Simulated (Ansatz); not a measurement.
```yaml
crystal:
  periodic: [false, false, false]
  atoms:
    - {symbol: F, position_ang: [-1.558568, 0.262657, 1.183412]}
    - {symbol: Zr, position_ang: [-0.064855, 0.010911, 0.048666]}
    - {symbol: S, position_ang: [2.027754, 0.220583, 1.255822]}
    - {symbol: S, position_ang: [-0.015061, 1.638526, -1.748142]}
    - {symbol: S, position_ang: [-0.076706, -2.185003, -0.979927]}
    - {symbol: H, position_ang: [1.505755, -0.452611, 2.302628]}
    - {symbol: H, position_ang: [-0.407332, 2.609151, -0.896378]}
    - {symbol: H, position_ang: [-1.410978, -2.104214, -1.166081]}
basis:
  gaussian: {orbitals: def2-TZVP}
magnetization: {spin_polarized: true, initial_magnetization: 1}
hamiltonian: {xc: {name: r2SCAN50}, dispersion: d3bjatm, pseudopotentials: {relativity: none}}
```

```sh
$ ansatz run in.yaml --threads 4 --pin off --events-out ev --progress --plain --max-ram 10444MiB
```

How does Ansatz answer? (An estimate is asked.)

The calculation gave: The program refused the input.
```
Error: a molecule whose nuclei and cores have a total charge of 72 cannot have a net charge of 0 together with 1 unpaired electrons
```
